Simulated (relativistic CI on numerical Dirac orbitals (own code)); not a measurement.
Radial parameters of Co XXI

Calculated at this level of theory: Dirac-Coulomb-Breit CI, KLI orbitals optimised for each configuration, a model potential for QED, unscaled Slater integrals (own radial code, finite nucleus).

Slater integrals F^k, G^k are unscaled and averaged over j, outside the closed core 1s2; ζ comes from projecting the Hamiltonian with its Breit term on Σ l·s of the shell.

- 2s2 2p3: F^2(2p,2p) = 456900, ζ(2p) = 87789 cm⁻¹; <r>(2p) = 0.2085, <r^2>(2p) = 0.05269 (bohr units).
- 2s 2p4: F^2(2p,2p) = 455440, G^1(2s,2p) = 494710, ζ(2p) = 86968 cm⁻¹; <r>(2s) = 0.2413, <r^2>(2s) = 0.06827, <r>(2p) = 0.2091, <r^2>(2p) = 0.05301 (bohr units).
- 2p5: ζ(2p) = 86179 cm⁻¹; <r>(2p) = 0.21, <r^2>(2p) = 0.05347 (bohr units).

Averages of the first 10 configurations, taken without configuration mixing, which lowers the lowest level and can move excited configurations by several eV; other configurations of the list can lie among them:

| Configuration | Parity | States | Average energy above the lowest level (eV) |
| --- | --- | --- | --- |
| 2s2 2p3 | odd | 20 | 25.2 |
| 2s 2p4 | even | 30 | 133.9 |
| 2p5 | odd | 6 | 262.1 |
| 2p4 3s | even | 30 | 1208.5 |
| 2p4 3p | odd | 90 | 1238.1 |
| 2p4 3d | even | 150 | 1271.7 |
| 2s2 2p2 3s | even | 30 | 997.2 |
| 2s2 2p2 3p | odd | 90 | 1029.7 |
| 2s2 2p2 3d | even | 150 | 1063.6 |
| 2s 2p3 3s | odd | 80 | 1092.9 |
